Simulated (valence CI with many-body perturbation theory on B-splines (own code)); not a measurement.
## Energy levels of Sr24+

Level of theory: valence CI with perturbative core correlation (CI+MBPT): four valence electrons over a frozen Dirac-Fock core [Ne], a basis of 11 s, 11 p, 10 d, 8 f, 5 g, 2 h functions for each j, with the one-electron correlation potential Σ1, the two-electron term Σ2, the three-electron term Σ3, Breit, model QED; selected CI, second order for the rest, scaled by the run's own slope (own B-spline code, finite nucleus).

No measured levels were compared; by estimate levels of excited configurations hold to 0.05 to 0.15 % of their energy, terms of the ground configuration to about 0.5 %. Among the levels kept, up to 640 cm⁻¹ of a level comes from second order outside the variational space, and about a tenth of that is noise between levels of different J, which matters for small intervals.

Levels 136 to 173 of 173, with energies above the lowest level, 3s2.3p2 3P_0. "Leading %" is the weight of the configuration and term that name the level; weights of strongly mixed levels are sums over their largest components and can fall short. In the jj column 3d3/2^4 stands for four electrons in 3d with j = 3/2. Lifetimes count E1, E2, E3, M1 and M2 decay at the calculated energies, and are blank where another channel may lead or the interval is too uncertain; long ones can be off by a factor of two.

```
No.  Configuration  Term  J  E (cm⁻¹)  Leading %  Lifetime                   Leading jj      g
136      3s.3p.3d2   5G°  6   2269600        100   37.0 ps      3s 3p3/2 3d5/2^2 (75 %)  1.331
137      3s.3p.3d2   5P°  1   2274700         60   9.43 ps  3s 3p1/2 3d3/2 3d5/2 (32 %)  2.132
138      3s.3p.3d2   1F°  3   2277300         22   7.57 ps   3p1/2 3p3/2^2 3d3/2 (21 %)  1.137
139      3s.3p.3d2   5D°  3   2286800         45   10.8 ps      3s 3p1/2 3d5/2^2 (25 %)  1.395
140      3s.3p.3d2   5P°  2   2299800         57   9.79 ps  3s 3p1/2 3d3/2 3d5/2 (39 %)  1.718
141      3s.3p.3d2   3F°  2   2304900         39   10.4 ps   3p1/2 3p3/2^2 3d3/2 (24 %)  0.761
142         3p3.3d   3P°  0   2309000         63   6.24 ps         3p3/2^3 3d3/2 (63 %)       
143         3p3.3d   3P°  2   2311800         45   14.4 ps         3p3/2^3 3d5/2 (43 %)  1.416
144         3p3.3d   3F°  4   2311900         40   15.2 ps         3p3/2^3 3d5/2 (50 %)  1.143
145      3s.3p.3d2   5F°  5   2317800         78   8.65 ps  3s 3p3/2 3d3/2 3d5/2 (44 %)  1.360
146         3p3.3d   3P°  1   2318300         38   7.96 ps         3p3/2^3 3d3/2 (39 %)  1.495
147         3p3.3d   3D°  2   2318500         24   7.73 ps   3p1/2 3p3/2^2 3d5/2 (30 %)  1.121
148      3s.3p.3d2   3H°  4   2325000         42   13.8 ps  3s 3p1/2 3d3/2 3d5/2 (41 %)  1.062
149      3s.3p.3d2   5F°  4   2328000         36   11.3 ps  3s 3p3/2 3d3/2 3d5/2 (59 %)  1.232
150      3s.3p.3d2   3F°  3   2329900         42   9.10 ps      3s 3p1/2 3d5/2^2 (24 %)  1.136
151      3s.3p.3d2   5D°  3   2342700         22   10.0 ps  3s 3p3/2 3d3/2 3d5/2 (48 %)  1.284
152      3s.3p.3d2   3D°  1   2343300         47   8.07 ps      3s 3p3/2 3d3/2^2 (30 %)  0.579
153      3s.3p.3d2   5D°  3   2349600         28   9.02 ps  3s 3p3/2 3d3/2 3d5/2 (31 %)  1.272
154      3s.3p.3d2   3H°  5   2349900         65   15.6 ps  3s 3p1/2 3d3/2 3d5/2 (53 %)  1.091
155      3s.3p.3d2   5D°  2   2354700         81   5.87 ps  3s 3p3/2 3d3/2 3d5/2 (44 %)  1.414
156      3s.3p.3d2   5D°  1   2357300         78   6.17 ps      3s 3p3/2 3d3/2^2 (45 %)  1.339
157      3s.3p.3d2   5D°  0   2358300         96   5.86 ps      3s 3p3/2 3d3/2^2 (62 %)       
158      3s.3p.3d2   5D°  3   2363200         42   7.80 ps  3s 3p3/2 3d3/2 3d5/2 (66 %)  1.477
159      3s.3p.3d2   5D°  4   2363300         84   8.10 ps      3s 3p3/2 3d5/2^2 (41 %)  1.448
160         3p3.3d   3D°  1   2365000         49   5.09 ps   3p1/2 3p3/2^2 3d3/2 (29 %)  0.683
161      3s.3p.3d2   3G°  3   2373800         58   10.1 ps  3s 3p1/2 3d3/2 3d5/2 (22 %)  0.949
162      3s.3p.3d2   3D°  2   2374000         30   7.19 ps   3p1/2 3p3/2^2 3d5/2 (27 %)  1.203
163      3s.3p.3d2   5D°  4   2375300         16   8.40 ps      3s 3p3/2 3d5/2^2 (29 %)  1.244
164      3s.3p.3d2   3G°  3   2384000         42   7.88 ps  3s 3p1/2 3d3/2 3d5/2 (30 %)  0.914
165         3p3.3d   1F°  3   2388800         18   8.66 ps      3s 3p3/2 3d5/2^2 (29 %)  1.049
166      3s.3p.3d2   3F°  4   2395500         44   10.3 ps  3s 3p3/2 3d3/2 3d5/2 (27 %)  1.149
167         3p3.3d   3D°  2   2406400         18   6.12 ps         3p3/2^3 3d3/2 (35 %)  1.105
168      3s.3p.3d2   3G°  4   2408100         60   9.59 ps      3s 3p1/2 3d5/2^2 (46 %)  1.059
169      3s.3p.3d2   5S°  2   2409100         74   4.60 ps  3s 3p3/2 3d3/2 3d5/2 (44 %)  1.890
170      3s.3p.3d2   3D°  3   2414800         27   8.41 ps         3p3/2^3 3d5/2 (29 %)  1.220
171      3s.3p.3d2   3S°  1   2415600         60   5.39 ps  3s 3p3/2 3d3/2 3d5/2 (54 %)  1.999
172      3s.3p.3d2   3H°  6   2433100         99   19.4 ps  3s 3p3/2 3d3/2 3d5/2 (75 %)  1.165
173      3s.3p.3d2   3P°  2   2433300         35   4.68 ps  3s 3p3/2 3d3/2 3d5/2 (23 %)  1.307
```

Names give the largest LS component (configuration and term), which can be under half, so a name can repeat, a term be missing and a line seem to break the LS rules; names also repeat where a configuration has a term twice.

Where two levels of one J and parity lie close, their mixing, g and order are uncertain.
